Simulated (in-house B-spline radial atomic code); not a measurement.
## Pr⁵⁺: [Ar] 3d9 4s2 4p6 4d10 5s2 5p6 5f1 (an excited or competing configuration)

Level of theory: Dirac-Hartree-Fock, average of configuration, Fermi nucleus of rms radius 4.8919 fm; calculated with an all-electron radial atomic-structure program (B-spline basis).

Z_r = [3n² - l(l+1)]/(2<r>); Z_e = n√(-2ε); the last column is Slater's effective charge. Values are occupation-weighted means over j. An effective charge above Z reflects the relativistic contraction of the inner shells.

| shell | electrons | ε (eV) | <r> (bohr) | Z_r | Z_e | Slater |
| --- | --- | --- | --- | --- | --- | --- |
| 1s | 2 | -42373 | 0.02409 | 62.27 | 55.81 | 58.70 |
| 2s | 2 | -7048.7 | 0.1024 | 58.58 | 45.52 | 54.85 |
| 2p | 6 | -6329.8 | 0.09028 | 55.38 | 43.14 | 54.85 |
| 3s | 2 | -1664.5 | 0.2695 | 50.10 | 33.18 | 47.75 |
| 3p | 6 | -1429.2 | 0.2673 | 46.77 | 30.75 | 47.75 |
| 3d | 9 | -1098.2 | 0.2466 | 42.57 | 26.95 | 38.20 |
| 4s | 2 | -426.38 | 0.6071 | 39.53 | 22.39 | 32.10 |
| 4p | 6 | -344.37 | 0.6376 | 36.07 | 20.12 | 32.10 |
| 4d | 10 | -221.63 | 0.6869 | 30.57 | 16.14 | 20.85 |
| 5s | 2 | -118.44 | 1.354 | 27.70 | 14.75 | 14.25 |
| 5p | 6 | -91.603 | 1.488 | 24.52 | 12.97 | 14.25 |
| 5f | 1 | -30.489 | 2.994 | 10.52 | 7.48 | 6.00 |

The least bound orbital is 5f7/2 at -30.48 eV, and it is also the most diffuse (<r> = 2.996 bohr). The part-filled 3d shell lies below the filled 5p shell in orbital energy.

Spin-orbit splittings of the orbital energies (j = l + 1/2 above j = l - 1/2 when positive): 2p 483.8 eV, 3p 99.32 eV, 3d 21.17 eV, 4p 22.81 eV, 4d 4.217 eV, 5p 4.511 eV, 5f 0.02366 eV.

For the 1s electron the small component carries 4.78 % of the norm, the zero-frequency Breit interaction raises the level by 116 eV, self-energy by 67.89 eV, and vacuum polarisation lowers it by 10.27 eV.
